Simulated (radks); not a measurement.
The numbers below are computed, except where a source is named.
Problem. Successive ionisation energies (eV) of one element, from differences of total energies of ions in their ground configurations, starting at charge 22: 664.88, 712.20, 760.63, 810.13, 860.67, 925.12, 978.65, 1033.2, 1088.8, 1145.3, 1202.8, 1261.3, 1560.3, 1616.5, 1673.1, 1730.1, 1787.4, 1860.4, 1919.8, 1979.7, 2039.9, 2100.4. Code: a radial shooting solver on a logarithmic mesh with Libxc functionals. Model: scalar-relativistic Kohn-Sham, BLYP, spin-polarised, spherical densities, finite nucleus; open shells are filled with parallel spins first (spin-orbit coupling, left out, can overturn this in heavy ions); Fermi nuclear charge, rms radius 5.4648 fm. Which element is it?

Solution. Mercury (Z = 80). The first species listed is Hg22+ in [Kr] 4d10 4f12, the last Hg43+ in [Kr] 4d1.
